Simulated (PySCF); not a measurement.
**Functional dependence of a UV spectrum**

Compound: m-cresol, C7H8O.
SMILES: `Cc1cccc(O)c1`

Linear-response calculations in the def2-SVPD basis (PySCF; singlets by full response, triplets Tamm–Dancoff, core orbitals frozen in the response; HF means time-dependent Hartree–Fock). 'Strongest' is the level of largest summed f among the singlets computed (10 roots, of which the last may lack a degenerate partner); it can jump between rows when another state enters that window. S1 is the lowest singlet of each run and needn't be the same state throughout; f(S1) is that of one state. The structure is a single PBE0-D3(BJ)/def2-SVP conformer in the gas phase; no vibrational or solvent corrections.

| functional | kind | S1 (eV) | f(S1) | strongest (eV) | T1 (eV) | HOMO (eV) | gap (eV) | ionisation energy, ΔSCF (eV) |
| --- | --- | --- | --- | --- | --- | --- | --- | --- |
| LDA | LDA | 4.71 | 0.033 | 6.42 | 4.03 | -5.62 | 4.24 | 8.44 |
| PBE | GGA | 4.73 | 0.032 | 6.44 | 3.97 | -5.42 | 4.28 | 8.19 |
| B3LYP | global hybrid, 20% exact exchange | 4.99 | 0.036 | 6.68 | 4.02 | -6.25 | 5.78 | 8.30 |
| PBE0 | global hybrid, 25% exact exchange | 5.08 | 0.038 | 6.79 | 3.97 | -6.45 | 6.18 | 8.30 |
| BHandHLYP | global hybrid, 50% exact exchange | 5.30 | 0.042 | 7.03 | 3.90 | -7.31 | 8.02 | 8.20 |
| CAM-B3LYP | range-separated hybrid | 5.12 | 0.037 | 6.86 | 3.99 | -7.66 | 8.44 | 8.37 |
| LC-wPBE | range-separated hybrid | 5.21 | 0.036 | 7.04 | 3.86 | -8.90 | 10.72 | 8.45 |
| HF | Hartree–Fock | 5.62 | 0.049 | 7.32 | 3.41 | -8.49 | 11.02 | not settled |

Problem. What does wB97X-D (range-separated hybrid) give?

Solution. S1 (eV) 5.14, f(S1) 0.037, strongest (eV) 6.89, T1 (eV) 4.10, HOMO (eV) -8.21, gap (eV) 9.66, ionisation energy, ΔSCF (eV) 8.34. S1 runs from 4.71 eV (LDA) to 5.62 eV (HF), a spread of 0.91 eV, while the orbital gap spreads over 6.8 eV. Along PBE (0%), B3LYP (20%), PBE0 (25%), BHandHLYP (50%), HF (100%) S1 rises with the share of exact exchange. −ε(HOMO) comes closest to its own ΔSCF ionisation energy with wB97X-D (-0.14 eV) and misses most with LDA (-2.82 eV). 'Not settled' means that the ion's SCF failed to converge or may have ended in another state than the lowest.
